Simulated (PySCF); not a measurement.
# Electronic absorption of BiMe2(SiH3)

Species: BiMe2(SiH3), C₂H₉BiSi.
Z-matrix (Å and degrees, PBE0-D3(BJ)/def2-SVP geometry), rows numbered from 1:
```
Bi
C   1  2.2829
H   2  1.0981  1  109.83
H   2  1.0986  1  109.46  3  -120.74
H   2  1.0988  1  108.35  3   119.98
C   1  2.2837  2   92.83  3   -46.11
H   6  1.0986  1  109.41  2   161.11
H   6  1.0981  1  109.73  2    40.51
H   6  1.0988  1  108.53  2   -79.54
Si  1  2.6648  2   90.99  3    44.37
H  10  1.4975  1  111.60  2    75.88
H  10  1.4989  1  109.81  2   -44.05
H  10  1.4977  1  111.05  2  -163.59
```

Method used: PySCF 2.14.0, density-fitted response routines, TDDFT B3LYP/def2-SVPD, vertical, gas phase, core orbitals frozen in the response, def2 core potentials past Kr. Spin–orbit coupling is left out.

**Question.** Predict the UV-vis stick spectrum at this level.

**Answer.** 

| state | E (eV) | E (kJ/mol) | λ (nm) | f | \|μ\| (D) | main configurations (H = HOMO, L = LUMO) |
| --- | --- | --- | --- | --- | --- | --- |
| S1 | 5.19 | 501 | 238.9 | 0.026 | 1.16 | H→L+1 (96%) |
| S2 | 5.39 | 520 | 230.1 | 0.149 | 2.70 | H→L (82%), H-1→L (11%) |
| S3 | 5.54 | 535 | 223.6 | 0.089 | 2.06 | H→L+2 (94%) |
| S4 | 5.99 | 578 | 206.9 | 0.042 | 1.36 | H-1→L+1 (72%), H-2→L (19%) |
| S5 | 6.08 | 587 | 203.9 | 0.047 | 1.43 | H-1→L (49%), H→L+3 (42%) |
| S6 | 6.21 | 600 | 199.5 | 0.109 | 2.15 | H→L+3 (43%), H-1→L+2 (22%), H-2→L+1 (16%) |
| S7 | 6.28 | 606 | 197.3 | 0.018 | 0.88 | H-2→L (78%), H-1→L+1 (12%) |
| S8 | 6.39 | 617 | 194.0 | 0.251 | 3.22 | H-1→L+2 (40%), H-1→L (19%), H-2→L+1 (17%) |
| S9 | 6.70 | 647 | 184.9 | 0.0009 | 0.19 | H→L+4 (86%), H-2→L+2 (11%) |
| S10 | 6.75 | 651 | 183.7 | 0.070 | 1.66 | H→L+5 (54%), H-2→L+1 (22%), H-1→L+2 (14%) |

Triplets, Tamm–Dancoff:

```csv
state,E (eV),λ (nm),"main configurations (H = HOMO, L = LUMO)"
T1,4.47,277.6,H→L (95%)
T2,4.60,269.4,H→L+1 (92%)
T3,5.02,247.1,"H→L+2 (67%), H-1→L (13%), H-2→L+1 (11%)"
T4,5.33,232.5,H-1→L+1 (82%)
```

The lowest singlet lies at 5.19 eV (239 nm, ultraviolet) and is weak; its leading configuration is HOMO→LUMO+1 (96%). The strongest level in the table is S8 at 6.39 eV (194 nm, f = 0.251). Löwdin shares by element: HOMO bismuth 52%, silicon 19%, carbon 16%; LUMO bismuth 45%, silicon 22%, hydrogen 8% or more, carbon 6% or more (atoms not listed hold the other 20%). Weighted by f, the mean energy of these states is 6.04 eV. Of the 10 states listed, 9 reach f = 0.01 and none stays under 0.0005. Orbital energies (eV): HOMO-3 -9.39, HOMO-2 -7.77, HOMO-1 -7.34, HOMO -6.55, LUMO -0.60, LUMO+1 -0.53, LUMO+2 -0.16. The vertical ionisation energy (ΔSCF) is 8.56 eV, 1.81 eV above S10. The window holds the lowest 10 singlets.
